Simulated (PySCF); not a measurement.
# Correlation energy of Cl(2+) (chlorine, charge +2)

[Ne] 3s2 3p3, high-spin 4S determinant. Calculation: PySCF 2.14, in Sapporo-DZP-2012 (5s4p2d, 27 functions); the spin-free X2C one-electron Hamiltonian (Gaussian nucleus). Frozen: [Ne]; 5 electrons correlated.

MP2 pair energies summed by pair of shells (mhartree):

```tsv
pair	energy	share (%)
3s-3p	-48.40	65.7
3p-3p	-18.41	25.0
3s-3s	-6.82	9.3
```

Total MP2 correlation energy: -73.62 mhartree.

Same-spin part -19.87 and opposite-spin part -53.75 mhartree; SCS-MP2 scales them by 1/3 and 6/5 to -71.13 mhartree.

```
  level  correlation energy (mhartree)
   CCSD                         -94.85
    (T)                          -0.96
CCSD(T)                         -95.81
```

Diagnostics: T1 = 0.0014, D1 = 0.0041, largest double amplitude 0.068.

Cost of the coupled-cluster step: 0.13 s of wall time on 1 thread of Neoverse-V2 (shared host), for 5 correlated electrons.

Iterations:

```
CC2 = 0
CCSD nocc = (np.int64(4), np.int64(1)), nmo = (22, 22)
frozen orbitals [[0, 1, 2, 3, 4], [0, 1, 2, 3, 4]]
max_cycle = 100
direct = 0
conv_tol = 1e-08
conv_tol_normt = 1e-06
diis_space = 8
diis_start_cycle = 0
Init t2, MP2 energy = -0.0736231759964793
Init E_corr(UCCSD) = -0.0736231759971994
cycle = 1  E_corr(UCCSD) = -0.0897567156619546  dE = -0.0161335397  norm(t1,t2) = 0.0419172
cycle = 2  E_corr(UCCSD) = -0.0934541171428993  dE = -0.00369740148  norm(t1,t2) = 0.0119098
cycle = 3  E_corr(UCCSD) = -0.0948740350215448  dE = -0.00141991788  norm(t1,t2) = 0.00413415
cycle = 4  E_corr(UCCSD) = -0.0948530246989206  dE = 2.10103226e-05  norm(t1,t2) = 0.00048842
cycle = 5  E_corr(UCCSD) = -0.0948539219163219  dE = -8.97217401e-07  norm(t1,t2) = 2.41182e-05
cycle = 6  E_corr(UCCSD) = -0.0948532261482903  dE = 6.95768032e-07  norm(t1,t2) = 3.18972e-06
cycle = 7  E_corr(UCCSD) = -0.0948535232721864  dE = -2.97123896e-07  norm(t1,t2) = 6.69636e-07
cycle = 8  E_corr(UCCSD) = -0.094853496252114  dE = 2.70200723e-08  norm(t1,t2) = 1.35239e-07
cycle = 9  E_corr(UCCSD) = -0.0948534634567699  dE = 3.27953442e-08  norm(t1,t2) = 6.61492e-08
cycle = 10  E_corr(UCCSD) = -0.0948534730322018  dE = -9.57543192e-09  norm(t1,t2) = 2.33311e-08
UCCSD converged
E(UCCSD) = -459.5192554273156  E_corr = -0.09485347303220178
UCCSD(T) correction = -0.00096291915752115
```
